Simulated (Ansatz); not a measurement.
Isolated molecules relaxed with PBE0-D4/def2-TZVP in Ansatz; ΔE leaves out vibrations. CBS: MP2 limit from def2 TZ/QZ plus the TZ coupled-cluster correction, frozen cores. Functionals use def2-TZVPP. HSE06 is defined as in plane-wave codes. Elements past krypton have def2 core potentials. For Br, Sn outer-core shells are correlated without core-valence functions, which leaves a few kJ/mol of doubt a bond. Scalar relativity is left out up to krypton. Each species was taken in one conformer, which may not be the lowest.

Consider the redistribution: `C=C[SiH](Cl)Cl` + `[Cl][SnH2][Br]` → `C=C[SiH](Cl)Br` + `[Cl][SnH2][Cl]`.

Q: Is it downhill or uphill in electronic energy at CCSD(T)/CBS, and by how much? (An estimate is asked.)

A: Ansatz gave: Uphill: ΔE = +17.7 kJ/mol.

Q: What do these levels give: r2SCAN-D4, PBE0-D4, BHLYP-D4, PBE-QIDH, revPBE, r2SCAN, r2SCAN0, HSE06, CCSD/def2-SVP, CCSD/def2-TZVPP, HF/CBS(def2), CCSD/CBS(def2)? (Estimate.)

A: Computed: r2SCAN-D4 17.9, PBE0-D4 17.5, BHLYP-D4 19.2, PBE-QIDH 17.9, revPBE 16.7, r2SCAN 18.0, r2SCAN0 18.7, HSE06 17.9, CCSD/def2-SVP 20.1, CCSD/def2-TZVPP 17.5, HF/CBS(def2) 20.4, CCSD/CBS(def2) 18.2 kJ/mol.

Largest T1 diagnostic among the species: 0.011.

In def2-TZVPP, CCSD(T) changes the Hartree–Fock value by −3.5 kJ/mol (the triples alone add −0.5 kJ/mol) and MP2 by −3.7 kJ/mol. Leaving LDA and LC-ωPBE aside and taking each functional with its dispersion term where it has one, the values, not all of them listed here, spread over 3.0 kJ/mol, from revPBE-D4 to BHLYP-D4.
